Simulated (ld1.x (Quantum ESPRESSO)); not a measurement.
Varying the TM potential for tellurium

Base potential:

- Element: Te (Z = 52)
- Generator: ld1.x (Quantum ESPRESSO) 7.5
- Type: norm-conserving Troullier–Martins (Kleinman–Bylander form)
- Functional: PW91
- Relativity: scalar-relativistic
- Frozen core: [Ar] 3d10 4s2
- Valence charge: 22
- Reference configuration: 4p6 4d10 5s2 5p3 (charge +1)
- Partial waves: 5s (bound): rc 1.70 bohr; 4d (bound): rc 0.85 bohr; 4p (bound): rc 0.90 bohr
- Local potential: the p channel
- Core correction: none

Occupied shells without a wave of their own: 5p. They enter only through the test configuration that unscreens the potential.

All-electron outer shells of the reference configuration (PW91, scalar-relativistic, ld1.x):

```csv
shell,level (eV),outermost node (bohr),outermost maximum (bohr)
4s,-173.47,0.38,0.70
4p,-123.50,0.38,0.74
4d,-50.73,0.36,0.81
5s,-23.53,0.91,1.77
5p,-13.75,1.00,2.11
```

Cutoffs, loose and tight: the cutoffs (Ry, on a coarse ladder) from which the occupation-weighted sum of valence levels, in a spherical-Bessel basis at the reference potential, stays within 10 and 1 mRy of its value at 400 Ry. They do not see the model core or the augmentation charge, which bear on the density cutoff. Test errors are all-electron minus pseudo excitation energies from the reference, over the configurations 4p6 4d10 5s2 5p4; 4p6 4d10 5s2 5p2; 4p6 4d10 5s2 5p1; 4p6 4d10 5s2 5p4.3; 4p6 4d10 5s1 5p4; 4p5 4d10 5s2 5p4; 4p6 4d10 5s2 5p3.5. A dash means not determined; rows that change the core or the reference have their own tests. The largest error is taken over the tests solved by every variant that gives reliable tests at all: 4p5 4d10 5s2 5p4; 4p6 4d10 5s1 5p4; 4p6 4d10 5s2 5p2; 4p6 4d10 5s2 5p3.5; 4p6 4d10 5s2 5p4; 4p6 4d10 5s2 5p4.3.

A true bound ghost makes a file unfit for plane-wave use even where its test errors are small: the radial tests pick states by their node count and pass the ghost by. Where a test does run into it, the solver fails or the error is huge.

On the changes marked as counting shells twice: ld1.x takes every shell without a wave as core, so the model core holds the marked electrons as well and exchange and correlation see them twice. This cancels in the reference configuration, but the file is broken for other ones, and its errors say nothing about a proper core correction.

| change | outcome | cutoff, loose | cutoff, tight | bound ghosts | largest test error (meV) |
| --- | --- | --- | --- | --- | --- |
| base | generated | 230 Ry | over 300 Ry | s | -147 |
| functional PBEsol | generated | 230 Ry | over 300 Ry | s | -148 |
| core correction a·sin(br)/r model core inside 0.62 bohr (5p counted twice) | generated | 230 Ry | over 300 Ry | s | -242 |

What comes out with this change to the base: wave 4p (bound): rc 0.90 bohr becomes 4p (bound): rc 1.02 bohr?

outcome: generated, misses its reference levels by 0.22 eV; cutoff, loose: 200 Ry; cutoff, tight: 300 Ry; bound ghosts: s; largest test error (meV): -268.

What comes out with this change to the base: all radii scaled by about 1.30 (s 2.22, p 1.18, d 1.10 bohr)?

outcome: generated, misses its reference levels by 0.50 eV; cutoff, loose: 120 Ry; cutoff, tight: 200 Ry; bound ghosts: s; largest test error (meV): -614.
